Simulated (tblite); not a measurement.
Species: C5H9NSi.
Structure used (GFN2-xTB), in Å, numbered top down from 1:
```
atom  x, y, z in Å
C1    -2.2762    1.2944   -0.1918
C2    -1.5367    0.2043   -0.3834
C3    -2.1267   -1.0798   -0.2836
N4    -2.5870   -2.1272   -0.2098
C5    -0.0603    0.2112   -0.6656
C6     0.7169   -0.3273    0.5386
Si7    2.5972   -0.3620    0.2427
H8    -3.3271    1.2355    0.0370
H9    -1.8454    2.2792   -0.2622
H10    0.2578    1.2310   -0.8903
H11    0.1453   -0.4126   -1.5397
H12    0.3594   -1.3335    0.7693
H13    0.4853    0.2899    1.4099
H14    3.0502    0.9981   -0.0593
H15    3.2556   -0.8573    1.4498
H16    2.8842   -1.2350   -0.8959
```

Level: GFN2-xTB in tblite, geometry and Hessian alike; calculated harmonic values, unscaled, isolated species. Errors from tens to a few hundred cm⁻¹ against measured bands are possible. Modes of hydrogen on silicon can be 10 to 20 % off. One conformer, not necessarily the lowest.

Harmonic wavenumbers (cm⁻¹): 47.6, 57.5, 120.9, 126.9, 169.4, 238.9, 314.9, 360.2, 511.5, 530.4, 564.8, 605.1, 712.9, 735.4, 770.6, 778.2, 787.2, 793.6, 821.3, 901.5, 928.7, 957.9, 1064.5, 1114.0, 1224.8, 1254.1, 1279.3, 1323.2, 1401.0, 1476.3, 1485.0, 1671.4, 2256.7, 2273.4, 2286.4, 2375.2, 2956.6, 2966.6, 2978.1, 2985.4, 3103.4, 3132.7.

A = 4124, B = 1020, C = 863.1 MHz; mass 111.050 u (most abundant isotopes); point group C1, symmetry number 1.

Question: What is the zero-point energy?

Answer: Half the sum of the wavenumbers: 26222 cm⁻¹ = 74.97 kcal/mol.

Question: Give the ideal-gas entropy at 298.15 K and 1 bar in the rigid-rotor, harmonic-oscillator model (classical rotation).

Answer: Translation 40.06, rotation 28.87, vibration 26.74: S = 95.7 cal/(mol K).

Question: And Cp and H(298.15 K) − H(0)?

Answer: Cp = 35.01 cal/(mol K), of which vibrations give 27.06 (their classical limit is 42 R = 83.5); H(298.15 K) − H(0) = 6.48 kcal/mol without the zero-point energy, 4.11 from vibrations.

Question: Blend soft modes into free rotors: weight 1/[1 + (100 cm⁻¹/ν̃)⁴] for the oscillator and the rest for a rotor with moment μB/(μ + B), μ = h/(8π²ν), B = 10⁻⁴⁴ kg m². What vibrational entropy results?

Answer: 24.22 cal/(mol K) in place of 26.74, which changes −T·S at 298.15 K by +0.75 kcal/mol.

Question: What must be added to the electronic energy to get the Gibbs energy at 298.15 K and 1 bar?

Answer: ZPE + [H(298.15 K) − H(0)] − T·S = 74.97 + 6.48 − 28.52 = 52.93 kcal/mol.

Question: Which modes carry the vibrational entropy at 298.15 K?

Answer: 47.6 cm⁻¹: 4.91; 57.5 cm⁻¹: 4.54; 120.9 cm⁻¹: 3.09; 126.9 cm⁻¹: 2.99; 169.4 cm⁻¹: 2.44; 238.9 cm⁻¹: 1.81 cal/(mol K); the other 36 give 6.95 together.

Hindered rotation and anharmonicity are outside this model. Other conformers, if any are populated, would add a mixing term that is left out. The structure is chiral; the term R ln 2 for an equal mix with its mirror image is left out.

The run took 0.81 s of wall time on one thread, Arm Neoverse N1 (aarch64), on a shared host. The figure is for the frequency step alone.
